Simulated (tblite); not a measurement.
Species: C₄H₁₀GeOSi₂.
SMILES with atom numbers: `[CH3:1][C:2](=[O:3])[Si@H:4]1[CH:5]=[CH:6][GeH2:7][SiH2:8]1` (hydrogens: H9, H10, H11 on C1; H12 on Si4; H13 on C5; H14 on C6; H15, H16 on Ge7; H17, H18 on Si8)

Computed with GFN2-xTB (tblite), gas phase: L-BFGS steps from a force-field or distance-geometry start until the largest atomic force falls under 0.01 eV/Å.

Step 15: E = -626.5404 eV
```
atom  x, y, z in Å  |  force x, y, z in eV/Å
C1     -3.2260   -0.0328   -0.2159    0.009   0.018   0.018
C2     -1.8661    0.1502    0.4083   -0.036  -0.037  -0.009
O3     -1.7183    0.3022    1.6019   -0.059   0.023  -0.014
Si4    -0.3048    0.0093   -0.6970    0.037  -0.028  -0.061
C5      0.7934    1.5140   -0.3676   -0.012  -0.075   0.006
C6      1.9928    1.4020    0.2022   -0.024  -0.004   0.013
Ge7     2.7408   -0.3331    0.7625    0.046   0.121   0.057
Si8     0.9821   -1.7397    0.1263   -0.018  -0.055  -0.031
H9     -3.8244    0.8608   -0.0420    0.007  -0.028   0.004
H10    -3.7341   -0.8690    0.2642    0.004   0.048  -0.020
H11    -3.1403   -0.2123   -1.2839   -0.047  -0.004   0.042
H12    -0.7207    0.0084   -2.1131   -0.025   0.043   0.014
H13     0.4154    2.4964   -0.6420    0.038  -0.043   0.011
H14     2.5664    2.3043    0.3817    0.063  -0.006   0.016
H15     4.1046   -0.4411    0.1147    0.018   0.000  -0.060
H16     3.1348   -0.1801    2.2143   -0.037   0.009   0.013
H17     0.4180   -2.5071    1.2367   -0.005   0.023   0.026
H18     1.3776   -2.7260   -0.8827    0.039  -0.007  -0.025
```

Step 16: E = -626.5422 eV
```
atom  x, y, z in Å  |  force x, y, z in eV/Å
C1     -3.2270   -0.0326   -0.2161    0.014   0.020   0.016
C2     -1.8656    0.1508    0.4070   -0.047  -0.048  -0.010
O3     -1.7216    0.3037    1.6011   -0.035   0.022  -0.036
Si4    -0.3019    0.0089   -0.7000   -0.020  -0.074   0.010
C5      0.7935    1.5114   -0.3652   -0.008  -0.069  -0.019
C6      1.9923    1.3994    0.2045   -0.002   0.008   0.009
Ge7     2.7440   -0.3313    0.7633    0.039   0.079   0.082
Si8     0.9868   -1.7405    0.1264   -0.034  -0.029  -0.042
H9     -3.8246    0.8615   -0.0418    0.008  -0.028   0.009
H10    -3.7352   -0.8685    0.2644    0.008   0.050  -0.011
H11    -3.1463   -0.2128   -1.2840   -0.027  -0.004   0.028
H12    -0.7248    0.0154   -2.1120   -0.023   0.039  -0.015
H13     0.4163    2.4918   -0.6440    0.032  -0.009   0.015
H14     2.5677    2.3000    0.3822    0.067   0.026   0.022
H15     4.1061   -0.4386    0.1113    0.018   0.004  -0.047
H16     3.1340   -0.1760    2.2177   -0.031   0.002  -0.014
H17     0.4188   -2.5072    1.2345   -0.008   0.021   0.038
H18     1.3789   -2.7289   -0.8810    0.048  -0.012  -0.036
```

**Question.** Estimate the geometry and energy of step 17. (The exact step hangs on the optimiser's Hessian estimate; all steps are aligned on step 16, rigid shifts and turns removed.)

**Answer.** E = -626.5437 eV, largest force 0.129 eV/Å
```
atom  x, y, z in Å  |  force x, y, z in eV/Å
C1     -3.2278   -0.0320   -0.2161    0.007   0.014   0.003
C2     -1.8660    0.1502    0.4057   -0.037  -0.046  -0.010
O3     -1.7250    0.3054    1.5997   -0.012   0.021  -0.038
Si4    -0.3001    0.0071   -0.7022   -0.063  -0.098   0.056
C5      0.7936    1.5080   -0.3636    0.011  -0.045  -0.029
C6      1.9919    1.3975    0.2066    0.015   0.022   0.005
Ge7     2.7474   -0.3284    0.7654    0.016   0.013   0.067
Si8     0.9901   -1.7416    0.1257   -0.020  -0.005  -0.033
H9     -3.8248    0.8617   -0.0414    0.002  -0.011   0.016
H10    -3.7361   -0.8671    0.2645    0.002   0.036   0.006
H11    -3.1520   -0.2134   -1.2835   -0.009  -0.003   0.002
H12    -0.7289    0.0223   -2.1112   -0.022   0.034  -0.035
H13     0.4177    2.4875   -0.6454    0.023   0.010   0.016
H14     2.5699    2.2966    0.3831    0.052   0.043   0.019
H15     4.1079   -0.4363    0.1076    0.009   0.010  -0.027
H16     3.1330   -0.1723    2.2205   -0.017   0.000  -0.016
H17     0.4195   -2.5071    1.2332   -0.009   0.021   0.040
H18     1.3809   -2.7318   -0.8801    0.053  -0.013  -0.041
```

The energy changes by -0.0014 eV. The first-order estimate −F·Δx gives -0.0020 eV and the mean of the old and new forces, exact on a quadratic surface, -0.0015 eV. The step makes an angle of 62° with the force vector and moves no atom by more than 0.008 Å.

What follows is the cost of the whole relaxation. On one thread of an Arm Neoverse N1, shared host, this took 2.2 s of wall time.
